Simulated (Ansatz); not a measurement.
Z-matrix (Å, degrees):
```
C
N 1 1.425
H 1 1.092 2 109.7
H 1 1.097 2 111.3 3 -119.5
H 1 1.098 2 111.7 3 119.8
C 2 1.500 1 126.6 3 -178.9
Si 2 1.645 1 161.5 3 -22.1
H 6 1.093 2 115.4 1 -72.5
H 6 1.094 2 115.3 1 60.8
F 7 1.591 2 122.4 1 -54.7
S 7 2.108 2 123.4 1 82.4
H 11 1.344 7 92.3 2 30.9
```

Charge 0, multiplicity 1.

(1) List the ωB97M-V/def2-TZVPP orbital energies in eV (Ansatz 0.2.0). (An estimate is asked.)

## Answers

(1) The calculation gave: Occupied: -2427.09, -1808.39, -677.63, -394.50, -282.20, -281.94, -221.10, -164.20, -164.13, -164.03, -149.27, -103.41, -103.39, -103.37, -36.19, -28.22, -23.67, -23.07, -19.56, -17.82, -16.27, -15.82, -15.37, -15.20, -14.99, -13.91, -13.78, -12.85, -11.58, -10.85, -9.80, -9.08. Lowest empty: 1.97, 2.33, 2.82, 3.05, 3.41, 3.93, 4.34, 4.63.
